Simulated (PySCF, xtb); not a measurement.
As2H6Si, SMILES [AsH2][SiH2][AsH2].

Harmonic wavenumbers (cm⁻¹) from xtb with GFN2-xTB at its own minimum, in rising order: 56, 86, 90, 294, 322, 393, 519, 569, 653, 678, 694, 706, 799, 1003, 1008, 1870, 1875, 1894, 1898, 2115, 2117.

**Question.** What does ωB97X-D3(BJ)/def2-SVP (PySCF) give at its own minimum? (Estimate from the structure and the level; the computed values follow.)

**Answer.** 98, 106, 140, 324, 354, 432, 541, 557, 653, 732, 793, 823, 929, 1011, 1014, 2238, 2245, 2258, 2263, 2268, 2275. Paired by order, the mean absolute difference is 116 cm⁻¹ and the zero-point energies are 28.1 and 31.5 kcal/mol.
